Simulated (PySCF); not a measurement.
Job file and geometry (Å, from PBE0-D3(BJ)/def2-SVP) of a spin–spin coupling run on SMILES C=CC[AsH]BC, C4H10AsB, PySCF 2.14.0, density-fitted response routines, B3LYP/pcJ-1 As:pcSseg-1 indirect spin-spin coupling, non-relativistic, gas phase; density fitting, a coarse starting grid and PySCF grid level 2 are the driver's defaults:

```
$ OMP_NUM_THREADS=1 python probes_run.py task.json out

{"job": {"kind": "j", "xc": "B3LYP", "basis": "pcJ-1"}, "charge": 0, "multiplicity": 1}
C     -3.146013    -0.476342    -0.536890
C     -2.173792    -0.386753     0.373819
C     -0.815555     0.164608     0.118512
As     0.566445    -1.264898     0.247209
B      2.227497    -0.354911    -0.384370
C      2.602445     1.123571    -0.052392
H     -3.002886    -0.120253    -1.562508
H     -4.119458    -0.907581    -0.290548
H     -2.357709    -0.766668     1.387012
H     -0.534897     0.897821     0.891981
H     -0.760203     0.659807    -0.860930
H      0.220786    -2.037034    -1.012617
H      3.028883    -1.058049    -0.961525
H      2.764690     1.649073    -1.012451
H      1.869133     1.696745     0.532231
H      3.581106     1.164823     0.457547
```

**Question.** Write the output of this run.

**Answer.** 
```
coarse grid: 57952 points
cycle   1  E = -2418.8975932119  dE = -5.698e-01  |g| = 8.481e-01  |ddm| = 3.243e+00
cycle   2  E = -2418.8722794820  dE =  2.531e-02  |g| = 7.754e-01  |ddm| = 8.778e-01
cycle   3  E = -2418.9660846975  dE = -9.381e-02  |g| = 1.423e-01  |ddm| = 6.294e-01
cycle   4  E = -2418.9709947506  dE = -4.910e-03  |g| = 3.677e-02  |ddm| = 1.960e-01
cycle   5  E = -2418.9714090612  dE = -4.143e-04  |g| = 9.345e-03  |ddm| = 4.963e-02
cycle   6  E = -2418.9714291630  dE = -2.010e-05  |g| = 1.389e-03  |ddm| = 7.957e-03
cycle   7  E = -2418.9714296101  dE = -4.471e-07  |g| = 4.070e-04  |ddm| = 1.756e-03
final grid: 122840 points
cycle   8  E = -2418.9713435646  dE = -7.477e-08  |g| = 4.926e-04  |ddm| = 2.483e-03
cycle   9  E = -2418.9713435039  dE =  6.069e-08  |g| = 7.049e-04  |ddm| = 1.019e-03
cycle  10  E = -2418.9713436268  dE = -1.230e-07  |g| = 9.126e-05  |ddm| = 5.577e-04
cycle  11  E = -2418.9713436291  dE = -2.263e-09  |g| = 2.176e-05  |ddm| = 1.021e-04
cycle  12  E = -2418.9713436292  dE = -1.173e-10  |g| = 4.986e-06  |ddm| = 2.243e-05
converged SCF energy = -2418.9713436292

Indirect spin-spin couplings (Hz)
  i      j    bonds     total        FC       PSO       DSO        SD
  0 C    1 C    1     76.963    86.684    -9.882     0.161         -
  0 C    2 C    2      0.684     0.913    -0.221    -0.008         -
  0 C    4 B    4      0.256     0.348     0.039    -0.084    -0.048
  0 C    6 H    1    164.173   163.026     0.547     0.600         -
  0 C    7 H    1    169.628   168.522     0.554     0.552         -
  0 C    8 H    2      1.304     2.926    -1.169    -0.452         -
  0 C    9 H    3      8.482     8.535     0.303    -0.356         -
  0 C   10 H    3      7.190     7.451    -0.350     0.089         -
  0 C   11 H    4     -0.167    -0.256    -0.026     0.115         -
  0 C   12 H    5      0.474     0.569     0.119    -0.213         -
  1 C    2 C    1     46.549    48.143    -1.870     0.276         -
  1 C    4 B    3      4.313     4.317     0.082    -0.123     0.037
  1 C    5 C    4     -0.211    -0.190     0.018    -0.039         -
  1 C    6 H    2     -1.585     0.227    -1.387    -0.425         -
  1 C    7 H    2     -0.135     1.584    -1.263    -0.456         -
  1 C    8 H    1    161.490   160.304     0.266     0.920         -
  1 C    9 H    2     -7.452    -7.458    -0.017     0.022         -
  1 C   10 H    2     -3.022    -2.783    -0.224    -0.014         -
  1 C   11 H    3      0.114     0.066    -0.009     0.056         -
  1 C   12 H    4      0.587     0.745     0.173    -0.331         -
  1 C   15 H    5     -0.181    -0.116     0.153    -0.218         -
  2 C    4 B    2     -0.338    -0.015    -0.199    -0.035    -0.089
  2 C    5 C    3      1.588     1.636    -0.079     0.031         -
  2 C    6 H    3      8.960     8.961    -0.134     0.133         -
  2 C    7 H    3     14.334    14.322     0.386    -0.374         -
  2 C    8 H    2      6.691     6.723     0.007    -0.039         -
  2 C    9 H    1    141.833   139.645     0.973     1.216         -
  2 C   10 H    1    145.165   143.157     0.799     1.209         -
  2 C   11 H    2      1.815     1.860     0.165    -0.210         -
  2 C   12 H    3      4.051     4.320     0.123    -0.392         -
  2 C   13 H    4      0.333     0.294     0.025     0.013         -
  2 C   14 H    4      0.306     0.134    -0.204     0.376         -
  2 C   15 H    4      1.712     1.734     0.160    -0.182         -
  4 B    5 C    1     51.973    54.025    -2.500     0.229     0.220
  4 B    6 H    5     -0.299    -0.217     0.068    -0.173     0.022
  4 B    7 H    5     -0.222    -0.093     0.200    -0.349     0.020
  4 B    8 H    4     -0.370    -0.048     0.194    -0.529     0.014
  4 B    9 H    3     -0.249     0.089    -0.289    -0.013    -0.037
  4 B   10 H    3      2.324     2.326    -0.147     0.160    -0.015
  4 B   11 H    2     -1.015    -0.250    -0.448    -0.331     0.014
  4 B   12 H    1    140.598   140.990    -1.779     1.001     0.385
  4 B   13 H    2     -4.489    -4.726     0.050    -0.030     0.217
  4 B   14 H    2     -5.762    -5.410    -0.266    -0.137     0.050
  4 B   15 H    2     -5.053    -5.083    -0.005    -0.095     0.130
  5 C    9 H    4      0.211     0.156    -0.176     0.232         -
  5 C   11 H    3      3.897     4.213     0.121    -0.438         -
  5 C   12 H    2      4.216     4.480    -0.172    -0.092         -
  5 C   13 H    1    118.184   115.747     1.862     0.574         -
  5 C   14 H    1    134.804   132.697     1.487     0.620         -
  5 C   15 H    1    123.891   121.591     1.739     0.561         -
  6 H    7 H    2      2.077     1.728     3.706    -3.357         -
  6 H    8 H    3     17.984    18.315     2.703    -3.034         -
  6 H    9 H    4     -2.558    -2.633     1.156    -1.081         -
  6 H   10 H    4     -0.196    -0.541    -1.458     1.804         -
  6 H   11 H    5      0.568     0.086    -0.314     0.795         -
  6 H   12 H    6     -0.506    -0.266     0.275    -0.515         -
  7 H    8 H    3     11.300    11.554     0.162    -0.416         -
  7 H    9 H    4     -1.907    -1.943     1.487    -1.452         -
  7 H   10 H    4     -0.275    -0.293     1.455    -1.436         -
  7 H   11 H    5      0.260     0.059     0.452    -0.251         -
  7 H   12 H    6     -0.466    -0.181     0.562    -0.847         -
  7 H   13 H    7     -0.180    -0.062     0.496    -0.614         -
  7 H   14 H    7     -0.166    -0.057     0.456    -0.565         -
  8 H    9 H    3      5.774     5.342     0.334     0.098         -
  8 H   10 H    3     13.984    13.815     2.646    -2.477         -
  8 H   11 H    4     -0.545    -0.096     0.566    -1.015         -
  8 H   12 H    5     -0.516     0.131     0.697    -1.343         -
  8 H   13 H    6     -0.174     0.036     0.640    -0.850         -
  8 H   15 H    6     -0.176     0.052     0.539    -0.768         -
  9 H   10 H    2    -11.840   -12.922     2.302    -1.220         -
  9 H   11 H    3     11.125    13.045     1.693    -3.613         -
  9 H   12 H    4     -1.307    -0.727     0.781    -1.362         -
  9 H   14 H    5      0.466    -0.200    -2.083     2.749         -
 10 H   11 H    3      3.576     3.393    -0.225     0.408         -
 10 H   12 H    4     -0.810    -0.543     0.395    -0.662         -
 10 H   14 H    5      0.359     0.027    -0.796     1.128         -
 10 H   15 H    5      0.198     0.223     0.755    -0.779         -
 11 H   12 H    3      1.982     1.788    -0.192     0.386         -
 11 H   13 H    4      6.648     7.091     0.490    -0.934         -
 11 H   14 H    4     -1.376    -0.017     0.783    -2.142         -
 11 H   15 H    4     -0.885    -0.030     0.951    -1.806         -
 12 H   13 H    3      1.756     1.536     0.519    -0.299         -
 12 H   14 H    3     14.820    14.827     1.879    -1.886         -
 12 H   15 H    3      3.574     3.371     0.397    -0.194         -
 13 H   14 H    2    -13.919   -14.321     2.788    -2.387         -
 13 H   15 H    2    -21.230   -21.559     2.601    -2.272         -
 14 H   15 H    2    -11.425   -11.814     2.892    -2.503         -
```

Size and cost of the density-fitted run: 276 basis functions, 110 s wall time on 1 thread of an Arm Neoverse V1, shared host; peak memory 1.1 GiB.
